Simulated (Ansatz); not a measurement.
A CCSD(T) single point on C$_{6}$H$_{16}$FGeNO$_{2}$ (`CC[N](CC)[Ge]([F])([O]C)[O]C`).

```yaml
crystal:
  periodic: [false, false, false]
  atoms:
    - {symbol: C, position_ang: [-0.244339, -2.763945, 0.330175]}
    - {symbol: C, position_ang: [-1.184111, -1.570821, 0.254206]}
    - {symbol: N, position_ang: [-0.539735, -0.272901, 0.362864]}
    - {symbol: C, position_ang: [-0.021307, 0.059017, 1.677761]}
    - {symbol: C, position_ang: [0.341893, 1.522824, 1.822094]}
    - {symbol: Ge, position_ang: [0.104831, 0.544638, -1.114151]}
    - {symbol: F, position_ang: [-0.422680, -0.461481, -2.428372]}
    - {symbol: O, position_ang: [-0.488437, 2.164185, -1.387890]}
    - {symbol: C, position_ang: [-1.876915, 2.415353, -1.317878]}
    - {symbol: O, position_ang: [1.841189, 0.753474, -1.221660]}
    - {symbol: C, position_ang: [2.680003, -0.378773, -1.124021]}
    - {symbol: H, position_ang: [0.461795, -2.752613, -0.504016]}
    - {symbol: H, position_ang: [0.325436, -2.771848, 1.262169]}
    - {symbol: H, position_ang: [-0.808319, -3.698760, 0.278856]}
    - {symbol: H, position_ang: [-1.736964, -1.608666, -0.686238]}
    - {symbol: H, position_ang: [-1.928952, -1.637427, 1.058263]}
    - {symbol: H, position_ang: [0.853078, -0.555029, 1.940838]}
    - {symbol: H, position_ang: [-0.801644, -0.192048, 2.408405]}
    - {symbol: H, position_ang: [1.146638, 1.811980, 1.140025]}
    - {symbol: H, position_ang: [-0.519230, 2.164194, 1.624056]}
    - {symbol: H, position_ang: [0.691509, 1.720625, 2.837230]}
    - {symbol: H, position_ang: [-2.330667, 1.975702, -0.421848]}
    - {symbol: H, position_ang: [-2.398209, 2.027410, -2.199447]}
    - {symbol: H, position_ang: [-2.014838, 3.497599, -1.281365]}
    - {symbol: H, position_ang: [2.512609, -0.939475, -0.196380]}
    - {symbol: H, position_ang: [3.712339, -0.024494, -1.128466]}
    - {symbol: H, position_ang: [2.543327, -1.059025, -1.971509]}
basis:
  gaussian: {orbitals: def2-SVP}
correlation: {method: ccsd_t}
```

```sh
$ ansatz run in.yaml --threads 11 --pin off --events-out ev --progress --plain --backend cuda
```

Log, shortened:

```
Functional definition: HF
2544 factors; integrals over basis functions are off by at most 1.6e-3 eV
mean field evaluation 1: about -71148.2208 eV, gradient 5.4e1 eV
mean field evaluation 2: about -71148.4538 eV, gradient 5.4e1 eV
mean field evaluation 4: about -71155.1345 eV, gradient 6.4e0 eV
mean field evaluation 8: about -71155.2368 eV, gradient 1.0e-1 eV
mean field -71155.23681115 eV, -2614.9067220579 hartree, gradient 8.1e-7 eV, S^2 0.000000; 0 other end points of the search recorded, 0 dependent functions left out
19 core orbitals not correlated: weight in the atoms' cores, before any rotation towards them, 1.000 or more for the frozen orbitals, at most 0.000 for the correlated occupied ones
reference -71155.23681115 eV, -2614.9067220579 hartree; 39, 39 occupied and 194, 194 virtual orbitals, 2544 factors
second order -49.29957926 eV of doubles, -0.00000000 eV of singles
cycle   1  -50.23973828 eV  change   -9.4e-1 eV  update   1.5e-1
cycle   2  -51.50604059 eV  change    -1.3e0 eV  update   4.4e-2
cycle   3  -51.79787137 eV  change   -2.9e-1 eV  update   2.2e-2
cycle   4  -51.78822977 eV  change    9.6e-3 eV  update   4.5e-3
cycle   5  -51.78839530 eV  change   -1.7e-4 eV  update   2.0e-3
cycle   6  -51.78933652 eV  change   -9.4e-4 eV  update   5.9e-4
cycle   7  -51.78886242 eV  change    4.7e-4 eV  update   2.2e-4
cycle   8  -51.78876303 eV  change    9.9e-5 eV  update   7.1e-5
cycle   9  -51.78876809 eV  change   -5.1e-6 eV  update   2.6e-5
perturbative correction -1.43728037 eV, -0.0528190794 hartree
Total energy: -71208.46285961 eV, -2616.8627432611 hartree
```

Hardware: 11 threads of an AMD EPYC 7R13 on a shared host and a whole NVIDIA H100 80 GB. Wall time 5 s, peak host memory 0.89 GiB.

MP2 recovers 92.6 % of the CCSD(T) correlation energy and the triples give 2.7 %; T1 = 0.0107.
